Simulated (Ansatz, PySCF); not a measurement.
Gas-phase reaction (SMILES): C/C=C\CCC → [CH2]CC/C=C\C + H atom; the C-H bond at the site shown breaks (other sites are not compared here).

Geometries: B3LYP-D3(BJ)/def2-TZVP minima from Ansatz (a quantum-chemistry and plane-wave program), one conformer each, not searched for the lowest. Correlated levels leave the core frozen unless marked. Open shells are spin-unrestricted. Spin-orbit coupling is left out. No relativistic terms. CBS(X,Y): correlation extrapolated as X^-3; Hartree-Fock from the larger set. The bracket is a focal-point correction in the basis named. Thermal terms are rigid-rotor harmonic-oscillator values from B3LYP-D3(BJ) frequencies (Ansatz or PySCF) at 298.15 K and 1 atm. 1 Eh = 627.5095 kcal/mol. Atoms have translation alone.

```tsv
species	E, RI-MP2/CBS(cc-pVTZ,cc-pVQZ)+[CCSD(T)-MP2]/cc-pVTZ (Ansatz) (Eh)	E, B3LYP-D3(BJ)/def2-TZVPD (Ansatz + dftd3) (Eh)	H - E (Eh)
C/C=C\CCC	-235.52671	-235.96763	0.17390
[CH2]CC/C=C\C	-234.85161	-235.29490	0.15946
H atom	-0.49995	-0.50215	0.00236
```

Work out ΔE and ΔH at 298.15 K at the first level, then ΔH at the second.


1. ΔE = [(-234.85161) + (-0.49995)] - [(-235.52671)] = 0.17515 Eh = 109.9 kcal/mol at RI-MP2/CBS(cc-pVTZ,cc-pVQZ)+[CCSD(T)-MP2]/cc-pVTZ.
2. The terms H - E add up to -0.01208 Eh, so ΔH = (0.17515 + (-0.01208))×627.5095 = 102.3 kcal/mol.
3. At B3LYP-D3(BJ)/def2-TZVPD the same steps give ΔE = 107.0 and ΔH = 99.5 kcal/mol, a shift of -2.8 from the first level.
4. These values are not checked against measurement here, since the tables used lack a sound gas-phase enthalpy of formation for at least one species.
